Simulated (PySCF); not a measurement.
GeOF₂, SMILES [O]=[Ge]([F])[F].

Coordinates come from a B3LYP-D3(BJ)/def2-SVP optimisation.

All values below come from TDDFT-PBE/def2-SVPD (PySCF 2.14.0).

Vertical excitations. Isolated molecule, no solvent. State labels are in the subgroup C2v.

| state | symmetry | energy (eV) | λ (nm) | f | main pairs |
|---|---|---|---|---|---|
| S1 | B2 | 3.88 | 320 | 0.014 | HOMO→LUMO 100 % |
| S2 | B1 | 4.35 | 285 | 0.018 | HOMO−1→LUMO 99 % |
| S3 | A2 | 5.19 | 239 | 0.000 | HOMO→LUMO+1 100 % |
| S4 | A1 | 5.96 | 208 | 0.001 | HOMO−1→LUMO+1 58 %, HOMO−2→LUMO 42 % |
| S5 | B2 | 6.65 | 187 | 0.020 | HOMO−3→LUMO 98 % |
| S6 | A2 | 6.87 | 180 | 0.000 | HOMO−4→LUMO 100 % |
| S7 | A1 | 7.11 | 174 | 0.107 | HOMO−5→LUMO 34 %, HOMO−2→LUMO 32 %, HOMO−1→LUMO+1 20 %, HOMO→LUMO+2 14 % |
| S8 | B1 | 7.53 | 165 | 0.000 | HOMO−2→LUMO+1 69 %, HOMO−6→LUMO 30 % |
| S9 | A1 | 7.66 | 162 | 0.052 | HOMO−5→LUMO 62 %, HOMO→LUMO+2 22 % |
| S10 | B1 | 7.77 | 160 | 0.062 | HOMO−6→LUMO 68 %, HOMO−2→LUMO+1 29 % |
| T1 | B2 | 3.32 | 373 | 0 | HOMO→LUMO 100 % |
| T2 | B1 | 3.69 | 336 | 0 | HOMO−1→LUMO 99 % |
| T3 | A1 | 4.75 | 261 | 0 | HOMO−1→LUMO+1 89 % |
| T4 | A2 | 4.82 | 257 | 0 | HOMO→LUMO+1 100 % |
Triplets are in the Tamm–Dancoff approximation, which puts them higher than full response would, so one can lie above its singlet here.
